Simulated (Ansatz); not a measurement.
CH$_{7}$BSiZn (`C[SiH2][BH][ZnH]`), relaxed with RKS PBE0-D4/def2-TZVP in the Gaussian-basis code of Ansatz from a PBE-D4/def2-SVP geometry. The force threshold is 0.005 eV/Å; the program also tests the step.

The species carries charge 0 and has multiplicity 1.

Start:

```xyz
11

C     0.344    1.320    1.009
Si    0.423   -0.569    0.815
B     0.084   -1.299   -1.016
Zn   -1.134   -0.330   -2.371
H     1.219    1.801    0.528
H     0.340    1.614    2.078
H    -0.572    1.724    0.533
H    -0.789   -1.179    1.514
H     1.637   -1.094    1.547
H     0.507   -2.419   -1.260
H    -2.060    0.430   -3.378
```

How much energy does the relaxation release, and in how many steps? (Estimate.)

Computed: 0.04 eV, in 12 steps.

Which bonds change most? (An estimate is asked.)

The calculation gave: Si2–H8 from 1.526 to 1.502 Å; C1–Si2 from 1.900 to 1.878 Å; B3–H10 from 1.223 to 1.202 Å; Si2–H9 from 1.512 to 1.494 Å.

Give the relaxed structure. (Best estimate.)

Computed: 
```xyz
11

C     0.313    1.301    1.030
Si    0.404   -0.566    0.842
B     0.014   -1.287   -0.983
Zn   -1.088   -0.307   -2.443
H     1.089    1.790    0.434
H     0.452    1.602    2.070
H    -0.656    1.678    0.694
H    -0.693   -1.194    1.654
H     1.694   -1.054    1.417
H     0.385   -2.411   -1.187
H    -1.914    0.447   -3.529
```
